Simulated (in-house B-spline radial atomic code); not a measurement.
How numerical settings move a run on Eu²⁺, [Xe] 4f7. Computed with a B-spline radial code for spherical atoms: scalar-relativistic (X2C) LC-wPBE, spherical fractional occupations, Fermi nucleus of rms radius 5.1115 fm.

Command:
```bash
python run_scf.py task.json out
```
Settings of the sound reference run:
```
Z                63
electrons        61
configuration    [Xe] 4f7
hamiltonian      x2c
method           lc_wpbe
spin_polarised   False
nucleus          fermi
rms_radius       5.1115
mass_number      153
atomic_mass      152.9212
speed_of_light   137.036
knot_spacing     0.22
spline_order     8
gauss_points     12
box_radius       22.22
max_iterations   70
damping          0.5
damped_steps     3
diis_vectors     10
tolerance        1e-08
start            Thomas-Fermi
```

Time taken, with all properties: 1.6 s on 1 thread of Arm Neoverse N1, with other jobs on the host.

It converges in 11 iterations to -10841.656594 hartree, with 4f at -16.0428 eV. The other runs change the listed settings, some to values that make no sense; their results aren't properties of the atom or ion. Radii are in bohr (the nuclear one in fm), a minus after a letter asks for a j subshell, and «unchanged» means within 1e-8 hartree. The run stops when the residual is below 10 × tolerance × max(1, Z/10), or a noise floor if that is larger, and the energy moves by less than 1e-8 × √|E| hartree; so very loose and very tight tolerances often act alike.

| changed settings | outcome |
| --- | --- |
| first_knot = 0.000159, max_iterations = 2, diis_vectors = 0 | not converged after 2 iterations, last residual 9.3e-01, last energy +2.52e+01 hartree from the reference |
| spline_order = 10 | converged in 11 iterations, energy +1.96e-06 hartree from the reference, 4f level -2.4e-04 eV |
| diis_vectors = 20 | converged in 11 iterations, energy unchanged |
| damped_steps = 8 | converged in 15 iterations, energy unchanged, 4f level +1.2e-05 eV |
| diis_vectors = 4 | converged in 12 iterations, energy unchanged, 4f level -2.1e-05 eV |
| diis_vectors = 1 | not converged after 70 iterations, last residual 2.6e+00, last energy +2.94e+02 hartree from the reference |
| hamiltonian = dirac, method = hf, spin_polarised = True | stopped with error: spin polarisation is not served with the Dirac Hamiltonian |
| max_iterations = 50, damping = 0.95, damped_steps = 30, start = bare nucleus | converged in 39 iterations, energy unchanged, 4f level -6.5e-05 eV |
| knot_spacing = 0.4, max_iterations = 100, damped_steps = 1, tolerance = 0.01, start = bare nucleus | converged in 12 iterations, energy +7.73e-03 hartree from the reference, 4f level -2.5e-03 eV |
| spline_order = 7 | converged in 11 iterations, energy +5.54e-06 hartree from the reference, 4f level -3.0e-04 eV |
| spline_order = 4 | converged in 11 iterations, energy +7.35e-03 hartree from the reference, 4f level -1.5e-03 eV |
| spline_order = 3 | converged in 11 iterations, energy +3.68e-01 hartree from the reference, 4f level -5.4e-02 eV |
| electrons = 62, configuration = [Kr] 4d10 4f7 5s2 5p7, max_iterations = 50 | stopped with error: shell 5p holds at most 6 electrons |
| spline_order = 6 | converged in 11 iterations, energy +3.48e-05 hartree from the reference, 4f level -8.4e-05 eV |

(1) What happens with diis_vectors = 0?

(2) What happens with electrons = 64, configuration = [Xe] 4f7 6s3, max_iterations = 100?

(3) What happens with gauss_points = 6, box_radius = 6.67, max_iterations = 8, damped_steps = 1?

(4) What happens with damped_steps = 1?

## Answers

(1) Converged in 22 iterations, energy unchanged, 4f level -6.7e-06 eV.

(2) Stopped with error: shell 6s holds at most 2 electrons.

(3) Not converged after 8 iterations, last residual 8.6e-04, last energy +3.16e-04 hartree from the reference.

(4) Converged in 12 iterations, energy unchanged, 4f level -2.5e-05 eV.
